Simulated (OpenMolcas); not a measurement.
Ni6+, Pd6+, Pt6+: d4 down the group

```json
{"Program": "OpenMolcas 26.06", "Method": "MS-CASPT2, IPEA 0.25 Eh, imaginary shift 0.1 Eh", "Basis": "ANO-RCC-VQZP", "Scalar Hamiltonian": "DKH2, point nucleus", "Spin-orbit coupling": "RASSI with atomic mean-field integrals over the reference wave functions, term energies averaged over their components"}
```

Active space for each ion: 4 electrons in 5 orbitals (d); closed shells correlated by CASPT2: Ni6+ 3s 3p; Pd6+ 4s 4p; Pt6+ 5s 5p.

Computed levels in cm-1 above 5D0:

```tsv
Level	Ni6+	Pd6+	Pt6+
5D1	284	893	7410
5D2	821	2260	13180
5D3	1570	3870	17200
5D4	2490	5600	19120
3H4	32100	21940	28600
3P1(1)	32140	24100	35500
3H5	32750	24030	35420
3H6	33430	25550	38440
3F2(1)	34730	25840	33830
weight of 5D in the lowest level (%)	99	94	57
```

Mixed levels, with the weight of the term that names them: Pd6+ 3H4 (74 %), Pt6+ 5D0 (57 %), Pt6+ 5D4 (53 %), Pt6+ 3H4 (53 %), Pt6+ 3P1(1) (71 %), Pt6+ 3H5 (75 %), Pt6+ 3H6 (70 %), Pt6+ 3F2(1) (59 %).

Measured, with the error of the calculation in %. Measured levels: Ni6+ from Corliss and Sugar, J. Phys. Chem. Ref. Data 10, 197 (1981).

| Level | Ni6+ |
| --- | --- |
| 5D1 | 279 (+1.7) |
| 5D2 | 804 (+2.1) |
| 5D3 | 1520 (+3.3) |
| 5D4 | 2392 (+4.2) |
| 3H4 | 31672 (+1.4) |
| 3P1(1) | 31836 (+1.0) |
| 3H5 | 32286 (+1.4) |
| 3H6 | 32877 (+1.7) |
| 3F2(1) | 34247 (+1.4) |

The fine-structure level 5D4 changes by a factor of 7.68 from Ni6+ to Pt6+.

Without spin-orbit coupling 3H lies 31410, 20880, 18730 cm-1 above 5D in that order; the difference to the level 3H4, of either sign, comes from spin-orbit coupling, which also lowers the zero.

CASPT2 breaks the degeneracy within a term, and the mean is taken; among the terms shown or strongly mixed into the levels shown the widest spread is 1000 cm-1 (5d4 1I, Pt6+). The CASPT2 spread within a term exceeds the gap to the next term for 5d4 1I and 5d4 3D, so the order of their levels is uncertain (holds for Pt6+). Computed and measured levels are paired by configuration, term and J; levels that our copy of the source lacks, or whose pairing is in doubt (as where it misses far off the trend of its configuration), stay unpaired and out of the deviations. Levels of configurations outside the active space are missing.

A number in round brackets counts repeated terms of one configuration in the order of the reference energies.
